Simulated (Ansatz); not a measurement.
CH4INOSi, SMILES `N=C(I)O[SiH3]`, relaxed with RKS PBE0-D4/def2-TZVP in Ansatz from a PBE-D4/def2-SVP geometry. The force threshold is 0.005 eV/Å; the program also tests the step.

Charge 0, multiplicity 1. I: def2 effective core potential.

Start:

```xyz
9

N     0.091   -1.851   -0.385
C    -0.441   -0.850   -0.944
I    -1.503   -1.142   -2.790
O    -0.484    0.453   -0.605
Si    0.290    1.112    0.785
H     0.582   -1.623    0.497
H    -0.046    2.566    0.729
H     1.770    0.873    0.691
H    -0.259    0.461    2.022
```

Question: How much energy does the relaxation release, and in how many steps? (An estimate is asked.)

Answer: The calculation gave: 6.35 kJ/mol, in 12 steps, 2 of them rejected.

Question: Which bonds change most? (Best estimate.)

Answer: Ansatz gave: C2–I3 from 2.150 to 2.105 Å; O4–Si5 from 1.722 to 1.679 Å; Si5–H9 from 1.502 to 1.483 Å; Si5–H8 from 1.502 to 1.483 Å.

Question: Give the relaxed structure. (Estimate.)

Answer: Computed: 
```xyz
9

N     0.102   -1.816   -0.382
C    -0.436   -0.835   -0.940
I    -1.503   -1.138   -2.729
O    -0.464    0.454   -0.596
Si    0.279    1.091    0.769
H     0.598   -1.578    0.478
H    -0.030    2.533    0.716
H     1.738    0.837    0.702
H    -0.284    0.451    1.983
```
